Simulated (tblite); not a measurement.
Input of a run (GFN2-xTB geometry optimisation, gas phase (tblite 0.8.0)), started from a force field or distance geometry:
```
{"job": {"kind": "relax", "xc": "GFN2-xTB", "basis": "xTB"}, "charge": -1, "multiplicity": 1}
S     -2.159500     0.324000    -0.947000
C     -1.188400    -0.705900     0.135500
C      0.215400    -0.208500     0.088600
C      1.215900    -0.576600    -0.783800
N      2.332800     0.126700    -0.481400
N      2.056600     0.948000     0.525800
C      0.774100     0.765000     0.888500
H     -1.939200     1.700400    -0.693700
H     -1.167600    -1.781600    -0.123200
H     -1.552300    -0.578900     1.199700
H      1.097500    -1.329300    -1.538700
H      0.315700     1.315900     1.703600
```

Output (eV, eV/Å):
```
step      E/eV     max force
  0    -554.25425    2.593
  1    -554.47196    1.482
  2    -554.61426    0.777
  3    -554.68280    0.697
  4    -554.72751    0.728
  5    -554.76209    0.629
  6    -554.78999    0.622
  7    -554.81098    0.389
  8    -554.81906    0.273
  9    -554.82329    0.194
 10    -554.82594    0.143
 11    -554.82716    0.116
 12    -554.82830    0.107
 13    -554.82925    0.097
 14    -554.82995    0.058
 15    -554.83036    0.058
 16    -554.83070    0.054
 17    -554.83112    0.065
 18    -554.83157    0.063
 19    -554.83200    0.057
 20    -554.83245    0.056
 21    -554.83299    0.061
 22    -554.83347    0.062
 23    -554.83375    0.038
 24    -554.83389    0.028
 25    -554.83403    0.032
 26    -554.83423    0.042
 27    -554.83445    0.037
 28    -554.83460    0.030
 29    -554.83470    0.026
 30    -554.83478    0.026
 31    -554.83484    0.027
 32    -554.83491    0.019
 33    -554.83498    0.022
 34    -554.83507    0.029
 35    -554.83519    0.034
 36    -554.83533    0.036
 37    -554.83544    0.032
 38    -554.83552    0.024
 39    -554.83561    0.025
 40    -554.83570    0.029
 41    -554.83579    0.035
 42    -554.83589    0.030
 43    -554.83599    0.021
 44    -554.83606    0.020
 45    -554.83613    0.018
 46    -554.83618    0.021
 47    -554.83624    0.026
 48    -554.83631    0.020
 49    -554.83637    0.042
 50    -554.83643    0.014
 51    -554.83647    0.011
 52    -554.83648    0.007
```

Question: Summarise the run.

Answer: The energy falls by 56.2 kJ/mol over 52 L-BFGS steps, the largest force on an atom goes from 2.59 to 0.007 eV/Å, and the atoms move by 0.143 Å rms after alignment. The bond that changes most is S1–C2 (thiol sulfur to sp3 carbon bound to sulfur), which lengthens by 0.118 Å. Bonds longer at the end by more than 0.005 Å: 5 of 12; shorter: 6. Among the angles that change most is C2–S1–H8, from 111.6° to 94.7°. Among the dihedrals that turn most is H8–S1–C2–H10, from 67° to 94°. The energy never rose by more than 1e-5 eV on the way. The first step brought 37 % of the lowering.

Question: What are the final bond lengths?

Answer: S1–C2 1.900 Å, C2–C3 1.460 Å, C3–C4 1.403 Å, C4–N5 1.326 Å, N5–N6 1.345 Å, N6–C7 1.326 Å, C3–C7 1.403 Å, S1–H8 1.326 Å, C2–H9 1.091 Å, C2–H10 1.093 Å, C4–H11 1.081 Å, C7–H12 1.082 Å. Numbering counts from 1 in the input's order; the species is `SCc1cn[n-]c1`.

The run took 0.41 s of wall time on Arm Neoverse N1, one thread, shared host with 64 logical CPUs at a one-minute load of 56.

Its GFN2-xTB frequencies are all real (lowest 57 cm⁻¹). 3 starts were optimised and ended at 0.00, 0.00 and 0.02 kcal/mol (GFN2-xTB); the lowest of these is shown.

One conformer stands for the species.

These are computed values.
